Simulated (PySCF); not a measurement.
Atom-mapped SMILES (the numbers label the heavy atoms): `[SiH3:1][N:2]([SiH3:3])[SiH3:4]`. Each H is labelled by its parent atom.

Geometry: PBE0-D3(BJ)/def2-SVP; GIAO shifts from PySCF 2.14.0 with density-fitted response routines, gas phase, non-relativistic, averaged over equivalent atoms.

At PBE0/6-311+G(2d,p) (186 basis functions, 16 s wall time on 1 thread of an Intel Xeon Platinum 8488C, shared host):
| atoms | δ (ppm) |
| --- | --- |
| Si1/Si3/Si4 | -44.0 |
| N2 | -20.4 |
| H(Si1)/H(Si3)/H(Si4) | 4.96 |

δ = σ(ref) − σ, references computed at the same level: TMS for 29Si (σref 344.43), 1H (σref 31.51); NH3 for 15N (σref 261.88).

Predict the values at OPBE/pcSseg-2 on the same geometry.

## Answers


```json
{"atoms": "Si1/Si3/Si4", "δ at OPBE/pcSseg-2": "-41.3", "change": "+2.7"}
{"atoms": "N2", "δ at OPBE/pcSseg-2": "-18.3", "change": "+2.1"}
{"atoms": "H(Si1)/H(Si3)/H(Si4)", "δ at OPBE/pcSseg-2": "4.84", "change": "-0.12"}
```

Shifts are taken against calculated references (same method and geometry level): 29Si (355.55 ppm) and 1H (31.20 ppm) against TMS; NH3 for 15N (262.82 ppm).

The largest change is at Si1/Si3/Si4 (silicon bonded to N, 3 H). Cost: 291 basis functions, 55 s wall time on 1 thread of an Arm Neoverse V1, shared host.

Experimental scales use liquid or dissolved standards, which lie at an offset from isolated NH3 (liquid NH3: subtract about 20 ppm).
